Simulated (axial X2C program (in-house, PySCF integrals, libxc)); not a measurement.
INbI: the levels of the configuration d3 s0 p(π)0

Calculated with an in-house all-electron X2C program for linear molecules (integrals from PySCF): two-component X2C with atomic mean-field Coulomb and Gaunt terms, basis I dyall-v3z, Nb dyall-v3z (cores contracted in-house). Orbitals come from Hartree–Fock averaged over the configuration Nb d3 s0 p(π)0; CI then distributes these electrons over the d, s, p(π) shells of Nb.

I–Nb–I held linear, both bonds 2.791 Å (near the minimum of the configuration average).

Active spinors (ω > 0):

| shell | ω | ε (eV) | character |
| --- | --- | --- | --- |
| d | 1/2 | -2.35 | 69% Nb d, 27% Nb s |
| d | 3/2 | -2.21 | 100% Nb d |
| d | 5/2 | -2.12 | 100% Nb d |
| d | 1/2 | -1.73 | 91% Nb d |
| d | 3/2 | -1.65 | 90% Nb d, 6% I p |
| s | 1/2 | 1.12 | 86% Nb s, 9% Nb d |
| p(π) | 1/2 | 0.77 | 92% Nb p |
| p(π) | 3/2 | 0.83 | 92% Nb p, 3% Nb f |

Lowest levels of this model:

```tsv
Ω	energy (cm⁻¹)	g∥	configuration
1/2	0	1.99	100% d3
3/2	112	5.96	100% d3
1/2	2664	3.45	100% d3
1/2	2859	0.54	100% d3
3/2	2980	3.82	100% d3
5/2	3135	7.97	100% d3
3/2	3182	0.21	100% d3
5/2	3841	4.03	100% d3
7/2	4517	8.02	100% d3
9/2	5197	11.99	100% d3
1/2	6557	1.96	100% d3
3/2	6870	2.02	100% d3
5/2	7142	5.99	100% d3
7/2	7377	9.95	100% d3
5/2	10737	6.08	100% d3
7/2	12065	7.34	100% d3
9/2	12539	9.18	100% d3
7/2	13365	6.70	100% d3
9/2	13442	8.85	100% d3
11/2	14143	12.00	100% d3
9/2	18470	9.99	100% d3
```

g∥ is the magnitude of 2⟨Lz + ge Sz⟩ for the +Ω component.

From Ω and g∥ of the lowest level, whose 2⟨Lz + ge Sz⟩ is positive, find ⟨Sz⟩ and ⟨Lz⟩ (ge = 2.0023).

Ω = ⟨Lz⟩ + ⟨Sz⟩ = 1/2 and ⟨Lz⟩ + ge⟨Sz⟩ = 0.995, so ⟨Sz⟩ = 0.49 and ⟨Lz⟩ = 0.01.

Occupations of the active spinors in the lowest level by ω, shell by shell in order of energy: -5/2: 0.27; -3/2: 0.68 0.01 0.00; -1/2: 0.33 0.04 0.00 0.00; 1/2: 0.66 0.02 0.00 0.00; 3/2: 0.37 0.03 0.00; 5/2: 0.59. The leading determinant has weight 0.36 among 97.

This point took 9.5 s on 1 thread of Arm Neoverse N1 (shared host).

There is no dynamic correlation: spin–orbit spacings and, for f shells, spacings inside one term are the most reliable numbers, splittings between terms come out too wide, and energies between configurations are not reliable, so the lowest level need not be the ground state of the molecule. For d shells the ligand-field splittings (σ, π, δ) and their order can be off by a thousand cm⁻¹ or more. At most 4 roots were kept for each Ω > 0 (twice that for Ω = 0) within 3.2 eV of the lowest, so higher up levels can be missing between those listed; levels with Ω > 0 are doubly degenerate and listed once, Ω = 0 levels singly. Some active spinors are only partly of the character that their shell is named for, so the shell names and counts are nominal. States that fill the shells left empty in the average are placed too high. The molecule was held linear; bending was not examined.
